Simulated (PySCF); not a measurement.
All values below come from PBE-D3(BJ)/def2-TZVP // PBE0-D3(BJ)/def2-TZVP in PySCF 2.14.0. Isolated molecules, 0 K electronic values unless said otherwise. One relaxed conformer stands for a flexible species; it need not be the lowest. Delta-SCF ions had no search for a lower state. Excitations are Tamm–Dancoff values on a coarser integration grid. The basis has no diffuse functions, so Rydberg states are missing or too high.

Reference species (SMILES): `SC1=CC=C[SiH2]1` (H–S–C–Si torsion 0°) (neutral, multiplicity 1).

* **brightest of the four lowest singlets (TDA)**: 3.71 eV
* **vertical ionisation energy (Delta-SCF)**: 7.77 eV
* **S1–T1 gap (TDA)**: 1.47 eV
* **HOMO–LUMO gap**: 2.67 eV

Changed species: `SC1=C[SiH2]C=C1` (H–S–C–C torsion 180°).

Task: Give the shifts of the brightest of the four lowest singlets (TDA), vertical ionisation energy (Delta-SCF), S1–T1 gap (TDA) and HOMO–LUMO gap.

Result: the brightest of the four lowest singlets (TDA) rises by 1.37 eV, to 5.08 eV; the vertical ionisation energy (Delta-SCF) rises by 0.34 eV, to 8.11 eV; the S1–T1 gap (TDA) falls by 0.25 eV, to 1.22 eV; the HOMO–LUMO gap increases by 0.27 eV, to 2.94 eV.
